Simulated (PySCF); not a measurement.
This PySCF input asks for the NMR shieldings of SMILES CCC[SiH2][SiH2][SiH2][SiH3], C3H16Si4; the geometry comes from GFN2-xTB.

```python
import basis_set_exchange as bse
import numpy as np
from pyscf import gto, dft
from pyscf.prop import nmr

atoms = """
C    -4.292303   -0.866741    0.417685
C    -2.932085   -0.322395    0.838959
C    -1.913683   -0.374884   -0.296104
Si   -0.203116    0.303629    0.196529
Si    1.335594    0.210945   -1.533317
Si    3.464017    0.916883   -0.928942
Si    4.408093   -0.224398    0.845216
H    -4.207064   -1.904557    0.101234
H    -4.693944   -0.288381   -0.412191
H    -4.998959   -0.817336    1.243434
H    -2.558998   -0.901065    1.687152
H    -3.046664    0.711035    1.173914
H    -2.300447    0.191154   -1.146808
H    -1.814963   -1.408272   -0.636381
H     0.256502   -0.468100    1.363058
H    -0.405739    1.676666    0.685763
H     1.423682   -1.164925   -2.054769
H     0.843370    0.962275   -2.700346
H     3.394060    2.351217   -0.597924
H     4.387449    0.895893   -2.075641
H     4.545300   -1.654746    0.557252
H     3.565264   -0.123800    2.040315
H     5.739879    0.237451    1.241990
"""
names = dict.fromkeys(["C", "Si", "H"], "pcSseg-1")
basis = {el: gto.basis.parse(bse.get_basis(n, elements=[el], fmt="nwchem")) for el, n in names.items()}
mol = gto.M(atom=atoms, basis=basis, charge=0, verbose=0)
mf = dft.RKS(mol, xc="PBE0")
mf.grids.level = 2
mf.grids.alignment = dft.numint.BLKSIZE   # the property module wants whole blocks of grid points
mf.conv_tol = 1e-9
mf.kernel()

calc = nmr.RKS(mf)   # GIAO
C = mf.mo_coeff
Co = C[:, mf.mo_occ > 0]
resp = mf.gen_response(singlet=True, hermi=2)
def vind(x):   # induced exchange potential for any number of trial vectors
    d = np.einsum("pi,xij,qj->xpq", C, 2 * x.reshape(-1, C.shape[1], Co.shape[1]), Co, optimize=True)
    return np.einsum("xpq,pi,qj->xij", resp(d - d.transpose(0, 2, 1)), C, Co, optimize=True).ravel()
mo1, _ = nmr.rhf.solve_mo1(calc, with_cphf=vind)
sigma = calc.kernel(mo1)
for i, s in enumerate(sigma):   # ppm
    w = np.linalg.eigvalsh((s + s.T) / 2)
    print("%2d %-2s iso %8.1f  s11 %8.1f  s22 %8.1f  s33 %8.1f" % (i, mol.atom_pure_symbol(i), w.mean(), *w))
```

**Question.** Give the expected output.

**Answer.** 
```
 0 C  iso    165.7  s11    150.7  s22    158.7  s33    187.9
 1 C  iso    160.6  s11    149.0  s22    158.8  s33    173.9
 2 C  iso    170.4  s11    158.2  s22    161.0  s33    192.0
 3 Si iso    419.9  s11    384.7  s22    399.4  s33    475.7
 4 Si iso    475.1  s11    457.8  s22    474.4  s33    493.1
 5 Si iso    478.9  s11    467.9  s22    477.7  s33    491.0
 6 Si iso    466.1  s11    452.2  s22    466.1  s33    479.8
 7 H  iso     30.7  s11     26.6  s22     29.0  s33     36.4
 8 H  iso     30.7  s11     26.6  s22     29.0  s33     36.4
 9 H  iso     30.3  s11     25.4  s22     27.4  s33     38.1
10 H  iso     30.3  s11     24.5  s22     31.1  s33     35.2
11 H  iso     30.3  s11     24.6  s22     31.0  s33     35.2
12 H  iso     31.0  s11     25.7  s22     31.7  s33     35.7
13 H  iso     31.1  s11     25.8  s22     31.7  s33     35.7
14 H  iso     27.9  s11     23.2  s22     28.2  s33     32.1
15 H  iso     27.9  s11     23.7  s22     27.7  s33     32.2
16 H  iso     28.3  s11     24.6  s22     26.8  s33     33.6
17 H  iso     28.2  s11     24.0  s22     26.5  s33     34.1
18 H  iso     28.3  s11     24.7  s22     26.2  s33     34.1
19 H  iso     28.2  s11     24.1  s22     25.7  s33     34.8
20 H  iso     28.3  s11     24.8  s22     26.4  s33     33.7
21 H  iso     28.3  s11     24.2  s22     27.5  s33     33.2
22 H  iso     28.2  s11     24.5  s22     25.3  s33     34.6
```

These numbers come from an equivalent density-fitted implementation of the same equations, which agrees with the script to about 0.01 ppm for H and up to a few tenths of a ppm for heavy atoms, so last digits may differ.

**Question.** Turn these shieldings into chemical shifts. Scale: 13C (186.93 ppm), 29Si (349.16 ppm), 1H (31.72 ppm) against TMS (reference shieldings calculated alike).

**Answer.** Averaging equivalent atoms: C 1: 26.3; C 0: 21.2; C 2: 16.5; Si 3: -70.8; Si 6: -116.9; Si 4: -125.9; Si 5: -129.7; H 14/15: 3.84; H 20/21/22: 3.48; H 18/19: 3.45; H 16/17: 3.44; H 10/11: 1.45; H 7/8/9: 1.15; H 12/13: 0.66 ppm. 

Size and cost of the density-fitted run: 227 basis functions, 75 s wall time on 1 thread of an Arm Neoverse V1, shared host; peak memory 1.1 GiB.
